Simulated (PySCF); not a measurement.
# [NiF5]3-: what the settings change

[NiF5]3-: Ni(II) (d8), charge -3. The structure is a PBE0-D3(BJ)/def2-TZVP, IEF-PCM water geometry optimised for multiplicity 3; coordination square pyramidal, point group C4v, metal–donor distances 1.99–2.01 Å.

```
6

Ni    0.000    0.000    0.000
F     1.983    0.000   -0.332
F    -1.983    0.000   -0.332
F     0.000    1.983   -0.332
F     0.000    0.000    1.985
F     0.000   -1.983   -0.332
```

Method (PySCF 2.14, density fitting): CASSCF(8,5) with orbitals averaged over all microstates of the shell, strongly contracted NEVPT2 on the averaged canonical orbitals; basis x2c-TZVPall on the metal, x2c-SVPall elsewhere; spin-free X2C; IEF-PCM water; spin-orbit coupling by state interaction with the mean-field operator over all roots.

Base run: NEVPT2 ground state 3B1, next 3E at 3922, then 3B2 at 8259 cm⁻¹, B(CASSCF) 1281, ζ 650 cm⁻¹, D 31.09 cm⁻¹, g 2.263 2.518 2.518, μeff(300 K) 3.58 μB.

(1) What happens with the basis x2c-TZVPall on all atoms?

(2) What happens with orbitals averaged over the highest spin alone?

No frequencies were computed for the optimised geometry. NEVPT2 lifts 3B2 from 6336 to 8259 cm⁻¹; on the d shell alone such lifts tend to overshoot.

Results:

(1) NEVPT2 ground state 3B1, next 3E at 3879, then 3B2 at 7906 cm⁻¹, B(CASSCF) 1282, ζ 650 cm⁻¹, D 30.69 cm⁻¹, g 2.273 2.526 2.526, μeff(300 K) 3.59 μB. It took 12 s against 5.6 s on a shared host of the same kind.

(2) NEVPT2 ground state 3B1, next 3E at 3856, then 3B2 at 8111 cm⁻¹, B(CASSCF) 1285, ζ 652 cm⁻¹, D 31.49 cm⁻¹, g 2.268 2.528 2.528, μeff(300 K) 3.59 μB.
